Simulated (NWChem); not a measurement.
System meant: WNHSCl2; SMILES [NH]=[W](=[S])([Cl])[Cl]

Input file for NWChem:

```
start job
memory heap 200 mb stack 900 mb global 1100 mb
geometry units angstroms noautoz
  W      0.019446    -0.143912     0.000000
  N      0.112506    -1.869278     0.000000
  H      0.558148    -2.783468     0.000000
  S      2.007412     0.606926     0.000000
  Cl    -1.011478     0.475145    -1.932605
  Cl    -1.011478     0.475145     1.932605
end
basis spherical
  * library def2-svp
end
ecp
  W library def2-ecp
end
dft
  odft
  mult 2
  xc b3lyp
  iterations 150
  mulliken
end
task dft energy
```

End of the output:

```
 Summary of "ao basis" -> "ao basis" (spherical)
 ------------------------------------------------------------------------------
       Tag                 Description            Shells   Functions and Types
 ---------------- ------------------------------  ------  ---------------------
 W                          def2-svp                12       32   6s3p2d1f
 N                          def2-svp                 6       14   3s2p1d
 H                          def2-svp                 3        5   2s1p
 S                          def2-svp                 8       18   4s3p1d
 Cl                         def2-svp                 8       18   4s3p1d

 Summary of "ao basis" -> "ao basis" (spherical)
 ------------------------------------------------------------------------------
       Tag                 Description            Shells   Functions and Types
 ---------------- ------------------------------  ------  ---------------------
 W                          def2-svp                12       32   6s3p2d1f
 N                          def2-svp                 6       14   3s2p1d
 H                          def2-svp                 3        5   2s1p
 S                          def2-svp                 8       18   4s3p1d
 Cl                         def2-svp                 8       18   4s3p1d

      Symmetry analysis of basis
      --------------------------

        a'         67
        a"         38

  number of electrons :                   72
  multiplicity        :                    2
 ------------------------------------------------------------------------
  no. of electrons and multiplicity not compatible                  72
 ------------------------------------------------------------------------
 ------------------------------------------------------------------------
  current input line :
    24: task dft energy
 ------------------------------------------------------------------------
 ------------------------------------------------------------------------
 There is an error in the input file
 ------------------------------------------------------------------------
 For more information see the NWChem manual at https://nwchemgit.github.io

0: no. of electrons and multiplicity not compatible:Received an Error in Communication
```

Can this run be used? If not, why, and what is the fix?

The program refused the input. Cause: the multiplicity doesn't fit the number of electrons (an even count wants an odd multiplicity, and the reverse). This input runs:
```
start job
memory heap 200 mb stack 900 mb global 1100 mb
geometry units angstroms noautoz
  W      0.019446    -0.143912     0.000000
  N      0.112506    -1.869278     0.000000
  H      0.558148    -2.783468     0.000000
  S      2.007412     0.606926     0.000000
  Cl    -1.011478     0.475145    -1.932605
  Cl    -1.011478     0.475145     1.932605
end
basis spherical
  W library def2-svp
  N library def2-svp
  H library def2-svp
  S library def2-svp
  Cl library def2-svp
end
ecp
  W library def2-ecp
end
dft
  xc b3lyp
  iterations 150
  mulliken
end
task dft energy
```
It converges to -1440.83247 Ha (B3LYP/def2-SVP with def2 effective core potentials on W).
